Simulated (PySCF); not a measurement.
Start geometry of `[SiH3]N([SiH3])[C@H]1CC=CCC1` from GFN2-xTB (Å):
```
atom  x, y, z in Å
Si1    2.0040   -1.4264   -1.4838
N2     1.4124   -0.2336   -0.3723
Si3    2.4033    0.9514    0.4193
C4    -0.0148   -0.3013   -0.1020
C5    -0.3290   -0.3814    1.3901
C6    -1.8053   -0.3219    1.6325
C7    -2.6752    0.1161    0.7375
C8    -2.2855    0.6034   -0.6243
C9    -0.7846    0.8706   -0.7109
H10    3.4510   -1.2799   -1.5563
H11    1.3809   -1.2255   -2.7994
H12    1.6336   -2.7568   -0.9847
H13    3.5638    1.1759   -0.4365
H14    1.6624    2.2044    0.5845
H15    2.8369    0.4756    1.7416
H16   -0.3972   -1.2181   -0.5694
H17    0.1575    0.4507    1.9094
H18    0.0849   -1.3044    1.8042
H19   -2.1405   -0.6552    2.6054
H20   -3.7334    0.1269    0.9611
H21   -2.8439    1.5129   -0.8622
H22   -2.5741   -0.1514   -1.3642
H23   -0.4764    1.0059   -1.7491
H24   -0.5425    1.7819   -0.1629
```

**Question.** What comes out of this run: PBE0-D3(BJ)/def2-SVP geometry optimisation, gas phase in PySCF 2.14.0?

**Answer.** 
```
atom  x, y, z in Å
Si1    2.0168   -1.3535   -1.4488
N2     1.4706   -0.2536   -0.2093
Si3    2.5188    0.8543    0.6451
C4     0.0314   -0.3213    0.0793
C5    -0.2652   -0.3731    1.5759
C6    -1.7314   -0.2541    1.8656
C7    -2.6249    0.1735    0.9669
C8    -2.2555    0.6038   -0.4208
C9    -0.7532    0.8130   -0.5779
H10    3.4750   -1.1404   -1.6766
H11    1.2731   -1.1323   -2.7310
H12    1.7762   -2.7768   -1.0476
H13    3.7860    0.9573   -0.1346
H14    1.8939    2.2091    0.7614
H15    2.8603    0.4091    2.0344
H16   -0.3555   -1.2691   -0.3463
H17    0.2744    0.4450    2.0939
H18    0.1424   -1.3046    2.0029
H19   -2.0688   -0.5381    2.8676
H20   -3.6837    0.2147    1.2436
H21   -2.7997    1.5267   -0.6830
H22   -2.6128   -0.1550   -1.1430
H23   -0.4753    0.8830   -1.6409
H24   -0.4561    1.7659   -0.1072
```

The energy falls by 3.1 kcal/mol over 12 energy and gradient evaluations, the largest force component goes from 0.0139 to 1.3e-04 Eh/bohr, and the atoms move by 0.134 Å rms after alignment. The bond that changes most is Si1–H10 (SiH3 silicon to Si–H hydrogen), which lengthens by 0.035 Å. Bonds longer at the end by more than 0.005 Å: 19 of 24; shorter: 0. Among the angles that change most is N2–Si3–H15, from 110.9° to 113.7°. Among the dihedrals that turn most is Si1–N2–Si3–H13, from 26° to 16°. Rotational constants go from 1880, 737.6, 658.4 to 1856, 734.8, 639.4 MHz. The orientation of the end geometry is arbitrary; only internal coordinates are fixed.

The run used 209 basis functions and 68 SCF cycles in all. Cost: about 7 min of CPU time on one thread; the machine was shared, so the figure is rough.

Stationary, but not proved a minimum. The numbers are those of one conformer.
